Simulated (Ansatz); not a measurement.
Steps of a relaxation of AlBH8Si2, SMILES `[AlH2][B]([SiH3])[SiH3]` with RKS PBE0-D4/def2-TZVP.

```sh
$ ansatz run in.yaml --threads 4 --pin off --events-out ev --progress --plain --max-ram 10444MiB
```

```yaml
crystal:
  periodic: [false, false, false]
  atoms:
    - {symbol: Al, position_ang: [-1.657728, 1.533962, -0.358979]}
    - {symbol: B, position_ang: [-0.137905, 0.130397, -0.026434]}
    - {symbol: Si, position_ang: [-0.075121, -1.021687, 1.614092]}
    - {symbol: Si, position_ang: [1.355099, -0.154515, -1.333963]}
    - {symbol: H, position_ang: [-2.926426, 1.158729, -1.271948]}
    - {symbol: H, position_ang: [-1.573126, 3.001583, 0.291206]}
    - {symbol: H, position_ang: [0.674058, -2.323581, 1.474013]}
    - {symbol: H, position_ang: [-1.397303, -1.306154, 2.282986]}
    - {symbol: H, position_ang: [0.722198, -0.144534, 2.561622]}
    - {symbol: H, position_ang: [1.726012, 1.015320, -2.210236]}
    - {symbol: H, position_ang: [0.746542, -1.212040, -2.235872]}
    - {symbol: H, position_ang: [2.620601, -0.732580, -0.752386]}
basis:
  gaussian: {orbitals: def2-TZVP}
hamiltonian: {xc: pbe0, dispersion: d4}
relax: {f_tol: 0.005, max_steps: 150}
```

Positions (Å) and forces (eV/Å) along the path, 8 of 8 steps:

```xyz
12
step=1 energy=-23146.8607 eV
Al   -1.658    1.534   -0.359   -0.154    0.138   -0.030
B    -0.138    0.130   -0.026    0.097   -0.074    0.018
Si   -0.075   -1.022    1.614    0.080   -0.048    0.263
Si    1.355   -0.155   -1.334    0.105   -0.158   -0.191
H    -2.926    1.159   -1.272    0.166    0.034    0.115
H    -1.573    3.002    0.291    0.005   -0.191   -0.077
H     0.674   -2.324    1.474   -0.180    0.276   -0.007
H    -1.397   -1.306    2.283    0.277    0.054   -0.176
H     0.722   -0.145    2.562   -0.170   -0.174   -0.211
H     1.726    1.015   -2.210   -0.087   -0.223    0.216
H     0.747   -1.212   -2.236    0.123    0.219    0.188
H     2.621   -0.733   -0.752   -0.260    0.147   -0.107
12
step=2 energy=-23146.8849 eV
Al   -1.657    1.532   -0.356   -0.001    0.009   -0.008
B    -0.136    0.132   -0.026    0.020   -0.026    0.004
Si   -0.068   -1.011    1.611   -0.003   -0.005    0.052
Si    1.348   -0.168   -1.329    0.012   -0.007   -0.051
H    -2.911    1.151   -1.262    0.016    0.007    0.020
H    -1.564    2.985    0.292   -0.004   -0.021   -0.011
H     0.664   -2.304    1.451   -0.034    0.070    0.007
H    -1.384   -1.299    2.257    0.072    0.015   -0.025
H     0.721   -0.139    2.546   -0.043   -0.062   -0.045
H     1.711    1.005   -2.181   -0.015   -0.062    0.035
H     0.747   -1.214   -2.224    0.047    0.058    0.048
H     2.605   -0.725   -0.745   -0.066    0.025   -0.024
12
step=3 energy=-23146.8862 eV
Al   -1.653    1.531   -0.358   -0.004   -0.003    0.005
B    -0.135    0.129   -0.027   -0.005    0.010   -0.002
Si   -0.070   -1.010    1.612    0.009    0.000   -0.002
Si    1.346   -0.165   -1.331    0.001   -0.011    0.005
H    -2.910    1.151   -1.256   -0.005   -0.002   -0.003
H    -1.562    2.982    0.288    0.005    0.007   -0.001
H     0.661   -2.297    1.451    0.000   -0.009   -0.003
H    -1.380   -1.298    2.260   -0.007    0.002   -0.004
H     0.718   -0.148    2.548    0.005    0.004    0.002
H     1.710    1.001   -2.183   -0.004    0.007    0.002
H     0.755   -1.211   -2.225   -0.001   -0.006   -0.005
H     2.598   -0.720   -0.745    0.008    0.002    0.004
12
step=4 energy=-23146.8863 eV
Al   -1.655    1.531   -0.358   -0.002   -0.002    0.004
B    -0.138    0.129   -0.028    0.021   -0.018    0.005
Si   -0.074   -1.015    1.609    0.006    0.015   -0.025
Si    1.350   -0.161   -1.328   -0.016   -0.004    0.022
H    -2.931    1.141   -1.222   -0.012   -0.005   -0.014
H    -1.542    2.994    0.255    0.003    0.016    0.009
H     0.644   -2.309    1.441    0.000   -0.001   -0.004
H    -1.385   -1.293    2.260   -0.006    0.001    0.000
H     0.725   -0.162    2.542    0.006    0.003    0.012
H     1.704    1.005   -2.185   -0.002    0.005   -0.001
H     0.771   -1.217   -2.216    0.000   -0.010   -0.013
H     2.607   -0.699   -0.735    0.001    0.001    0.004
12
step=5 energy=-23146.8864 eV
Al   -1.656    1.532   -0.358    0.001   -0.002    0.001
B    -0.139    0.130   -0.028    0.015   -0.015    0.005
Si   -0.071   -1.011    1.611   -0.009    0.004   -0.024
Si    1.347   -0.166   -1.331   -0.007    0.015    0.018
H    -2.930    1.142   -1.225   -0.011   -0.003   -0.008
H    -1.542    2.995    0.257    0.001    0.013    0.006
H     0.639   -2.308    1.434    0.004   -0.007    0.002
H    -1.384   -1.286    2.257   -0.003   -0.002    0.010
H     0.732   -0.170    2.553    0.004    0.006    0.000
H     1.695    1.005   -2.184    0.004    0.000   -0.009
H     0.783   -1.226   -2.223   -0.006   -0.005   -0.001
H     2.604   -0.692   -0.730    0.008   -0.003    0.001
12
step=6 energy=-23146.8866 eV
Al   -1.657    1.532   -0.357    0.003    0.002   -0.005
B    -0.139    0.130   -0.028    0.003   -0.006    0.003
Si   -0.072   -1.013    1.609    0.001    0.001   -0.005
Si    1.348   -0.164   -1.329   -0.002    0.002    0.002
H    -2.928    1.144   -1.232   -0.002    0.001    0.001
H    -1.545    2.994    0.263   -0.002    0.001    0.002
H     0.641   -2.309    1.435   -0.001    0.000   -0.001
H    -1.383   -1.289    2.261    0.001    0.001    0.000
H     0.732   -0.166    2.546    0.001    0.000   -0.001
H     1.698    1.003   -2.187    0.000   -0.001    0.000
H     0.777   -1.225   -2.217    0.000   -0.001    0.002
H     2.605   -0.694   -0.730   -0.001    0.001    0.001
12
step=7 energy=-23146.8866 eV
Al   -1.658    1.534   -0.358   -0.001    0.001    0.000
B    -0.140    0.131   -0.028    0.001    0.000    0.000
Si   -0.072   -1.013    1.607   -0.001    0.002   -0.001
Si    1.348   -0.164   -1.327   -0.003    0.001    0.001
H    -2.929    1.148   -1.235    0.001   -0.001    0.000
H    -1.549    2.994    0.266    0.001   -0.002    0.000
H     0.638   -2.311    1.429    0.000    0.000   -0.001
H    -1.381   -1.287    2.264    0.000   -0.001    0.000
H     0.737   -0.169    2.542    0.001    0.000   -0.001
H     1.697    1.000   -2.190    0.001    0.000    0.000
H     0.780   -1.230   -2.211    0.000   -0.001    0.001
H     2.606   -0.688   -0.725    0.001    0.001    0.001
12
step=8 energy=-23146.8866 eV
Al   -1.661    1.536   -0.358    0.004    0.000   -0.004
B    -0.143    0.133   -0.029   -0.005    0.005    0.000
Si   -0.072   -1.014    1.604    0.003    0.000    0.000
Si    1.347   -0.163   -1.324   -0.002   -0.002    0.000
H    -2.930    1.152   -1.238    0.000    0.000    0.002
H    -1.551    2.996    0.268   -0.001   -0.002    0.000
H     0.631   -2.315    1.418    0.000   -0.002    0.001
H    -1.378   -1.283    2.268   -0.001    0.000    0.001
H     0.747   -0.176    2.535   -0.001    0.000    0.000
H     1.693    0.995   -2.195    0.000    0.001   -0.001
H     0.788   -1.240   -2.201    0.000    0.001    0.000
H     2.606   -0.676   -0.714    0.001    0.000    0.000
```

Hardware: 4 threads of an Arm Neoverse V1 on a shared host. Wall time 27 s, peak host memory 0.51 GiB.
